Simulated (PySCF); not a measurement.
# Computed spin Hamiltonian

C6H11O (doublet state).
Z-matrix (Å and degrees, GFN2-xTB geometry), rows numbered from 1:
```
C 
C   1  1.4662
C   2  1.5689  1  113.29
O   3  1.4005  2  111.08  1    67.42
C   3  1.5376  2  110.27  1   -57.74
C   5  1.4943  3  111.03  2  -172.55
C   6  1.3197  5  124.22  3   121.91
H   1  1.0734  2  120.70  3   -82.50
H   1  1.0724  2  121.08  3    93.49
H   2  1.0938  1  110.52  3   118.33
H   2  1.0916  1  111.00  3  -120.31
H   3  1.0954  2  108.45  1  -177.69
H   4  0.9655  3  108.22  2   -62.59
H   5  1.0956  3  108.07  2    66.91
H   5  1.0904  3  109.28  2   -50.80
H   6  1.0816  5  115.10  3   -56.75
H   7  1.0764  6  122.17  5  -179.60
H   7  1.0781  6  121.64  5     1.02
```

The hyperfine couplings belong to this conformer and change with its torsions.

Identity: `[CH2]C[C@H](O)CC=C` [radical].

Method: UKS B3LYP, pcH-1 on C H O, non-relativistic, mean-field spin-orbit, GIAO in PySCF 2.14.0. The structure is a single GFN2-xTB conformer in the gas phase; no vibrational or solvent corrections. Couplings are sensitive to structure, and on GFN2-xTB geometries they can be far from those on DFT ones. No stability test was run, so a lower SCF solution isn't excluded.

* g1, g2, g3: 2.00218, 2.00287, 2.00335
* g_iso: 2.00280
* Form of g: rhombic: the two nearest values differ by 41 % of g3 − g1
* ⟨S²⟩: 0.7539 (exact 0.7500)
* Total energy: -310.42276 Eh

Isotropic coupling and dipolar principal values T1 to T3, in MHz:

```tsv
atom	isotope	a_iso	T1	T2	T3	Mulliken spin population
C1	13C	89.1	-79.1	-78.3	157.4	1.06
C2	13C	-34.6	-2.4	0.2	2.1	-0.09
C3	13C	75.6	-8.5	-7.3	15.8	0.06
O4	17O	-2.1	-2.7	0.8	1.8	0.00
C5	13C	0.8	-1.7	0.1	1.6	0.01
C6	13C	-1.5	-1.3	0.3	1.1	-0.01
C7	13C	1.3	-1.3	-0.9	2.3	0.02
H8	1H	-62.4	-38.5	0.1	38.3	-0.04
H9	1H	-62.4	-38.4	0.1	38.3	-0.04
H10	1H	52.2	-4.5	-4.4	8.9	0.02
H11	1H	32.4	-4.6	-4.1	8.7	0.01
H12	1H	0.3	-4.4	-2.2	6.6	0.00
H13	1H	0.0	-5.1	-2.9	8.0	0.00
H14	1H	0.5	-5.6	-2.8	8.4	0.00
H15	1H	0.1	-2.2	-1.9	4.1	0.00
H16	1H	0.4	-1.0	-0.8	1.8	0.00
H17	1H	-1.0	-0.8	-0.3	1.1	0.00
H18	1H	-1.0	-0.5	-0.1	0.5	0.00
```

The Mulliken spin populations are largest on C1 (+1.06), C2 (-0.09) and C3 (+0.06). C1 is the only atom above +0.15. The positive populations add up to 1.19 and the negative ones to -0.19, together 2S = 1. The angles at C1 add up to 359.9°, so it is planar; its axial dipolar tensor and the negative couplings of its protons fit spin in a p orbital normal to that plane.

Axes: g2 points within 8° of the C1–C2 bond.

Under fast tumbling the dipolar parts average out, and these isotropic splittings remain: 2 × 1H (H8/H9, I = 1/2, 3 lines) with 2.23 mT, 1 × 1H (H10, I = 1/2, 2 lines) with 1.86 mT, 1 × 1H (H11, I = 1/2, 2 lines) with 1.15 mT, 1 × 1H (H17, I = 1/2, 2 lines) with 0.04 mT and 1 × 1H (H18, I = 1/2, 2 lines) with 0.03 mT.

Nuclei that the bonding pattern makes equivalent are averaged, as if the motion that swaps them (rotation, inversion, ring flip) were fast.

The 13C coupling of C1 (89.1 MHz) shows only in satellite lines or after enrichment, since that isotope makes up about 1.07 % of natural carbon.
